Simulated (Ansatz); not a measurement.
C3H5AlS, SMILES `S[CH]1C=[CH][AlH]1`. Total charge 0; spin multiplicity 1. Geometry: relaxed with PBE0-D4/def2-TZVP. It is one conformer, not always the lowest.

```xyz
10

S     1.037    1.951    0.233
C     0.631    0.221    0.498
C    -0.836   -0.137    0.341
C    -1.111   -1.011   -0.648
Al    0.741   -0.939   -1.104
H     0.387    2.504    1.278
H     1.051   -0.124    1.444
H    -1.582    0.314    1.003
H    -2.114   -1.361   -0.862
H     1.796   -1.419   -2.184
```

(1) What is the dipole moment at ωB97M-V/def2-TZVPP? (An estimate is asked.)

(2) And with PBE, r2SCAN, B3LYP? (Estimate.)

(3) Give the Mulliken charges with ωB97M-V, r2SCAN, PBE in def2-TZVPP. (An estimate is asked.)

Results:

(1) Computed: 1.64 D, with components (-0.71, -1.35, 0.58) D in this frame, pointing from negative to positive charge.

(2) The calculation gave: PBE 1.62 D, r2SCAN 1.69 D, B3LYP 1.64 D.

(3) The calculation gave: 
```
atom  ωB97M-V  r2SCAN    PBE
  S1    -0.19   -0.22  -0.22
  C2    -0.25   -0.15  -0.10
  C3    -0.02    0.07  -0.03
  C4    -0.32   -0.38  -0.25
 Al5     0.41    0.51   0.32
  H6     0.09    0.07   0.09
  H7     0.12    0.07   0.10
  H8     0.11    0.07   0.08
  H9     0.10    0.05   0.08
 H10    -0.07   -0.11  -0.08
```

B3LYP here is the variant with VWN-RPA as its local correlation; programs differ in this.
